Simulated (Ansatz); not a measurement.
Consider the formal exchange of groups at a Ga–C bond: `C#[C][Ga]([F])[Cl]` + GeH₄ → `[F][Ga]([Cl])[GeH3]` + acetylene.

Gas-phase electronic energies from Ansatz, PBE0-D4/def2-TZVP geometries. CCSD(T)/CBS is the MP2 limit (def2-TZVPP, def2-QZVPP) plus CCSD(T) − MP2 in def2-TZVPP, frozen cores. This one scheme is used for every species. Functionals use def2-TZVPP. HSE06 is defined as in plane-wave codes. For Ga, Ge outer-core shells are correlated without core-valence functions, which leaves a few kJ/mol of doubt a bond. Scalar relativity is left out up to krypton.

```tsv
level	ΔE (kcal/mol)	difference from CCSD(T)/CBS
r2SCANh-D4	-4.8	-0.5
HSE06-D4	-5.9	-1.6
BHLYP-D4	-4.8	-0.5
CAM-B3LYP-D4	-4.7	-0.4
PBE	-7.0	-2.7
BLYP	-6.9	-2.6
PBE0	-5.8	-1.5
BHLYP	-4.3	0.0
LC-ωPBE	-3.8	0.5
RPA@PBE/def2-TZVPP	-1.8	2.5
HF/def2-TZVPP	-1.1	3.2
SCS-MP2/def2-TZVPP	-1.4	2.9
CCSD/def2-TZVPP	-2.6	1.7
MP2/def2-QZVPP	-2.8	1.5
HF/CBS(def2)	-1.0	3.3
MP2/CBS(def2)	-3.6	0.7
CCSD(T)/CBS	-4.3	0
```

Largest T1 diagnostic among the species: 0.014.

From PBE to PBE0 (25 % exact exchange), in def2-TZVPP and without D4, ΔE moves by +1.2 kcal/mol. At CCSD(T), def2-SVP lies +2.9 kcal/mol from the extrapolated value and def2-TZVPP +1.7 kcal/mol. In def2-TZVPP, CCSD(T) changes the Hartree–Fock value by −1.4 kcal/mol (the triples alone add +0.1 kcal/mol) and MP2 by −0.7 kcal/mol.
